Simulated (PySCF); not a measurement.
SMILES F[C]=C(F)C(F)=C(F)F, doublet, B3LYP/def2-SVP optimised geometry.

```
9

F      2.77     0.29    -0.99
C      1.49     0.13    -0.88
C      0.77    -0.56     0.00
F      1.35    -1.31     0.96
C     -0.69    -0.56     0.00
F     -1.29    -1.76     0.02
C     -1.46     0.53     0.00
F     -2.77     0.49    -0.04
F     -1.01     1.76     0.03
```

Density from unrestricted B3LYP/def2-TZVP (PySCF) at that geometry.

Minimum of the electron density along straight lines between bonded atoms, close to the bond critical point (lines longer than 1.1 times the sum of covalent radii, or with two minima, are not listed):

| bond | length / Å | ρ at the minimum / e bohr⁻³ | ∇²ρ there / e bohr⁻⁵ | position (fraction from the first atom) |
|---|---|---|---|---|
| F1–C2 | 1.296 | 0.292 | 0.24 | 0.67 |
| C2–C3 | 1.330 | 0.350 | -1.03 | 0.51 |
| C3–F4 | 1.349 | 0.264 | -0.17 | 0.34 |
| C3–C5 | 1.459 | 0.288 | -0.82 | 0.50 |
| C5–F6 | 1.343 | 0.269 | -0.13 | 0.34 |
| C5–C7 | 1.342 | 0.351 | -1.07 | 0.47 |
| C7–F8 | 1.310 | 0.295 | -0.15 | 0.34 |
| C7–F9 | 1.312 | 0.294 | -0.16 | 0.34 |
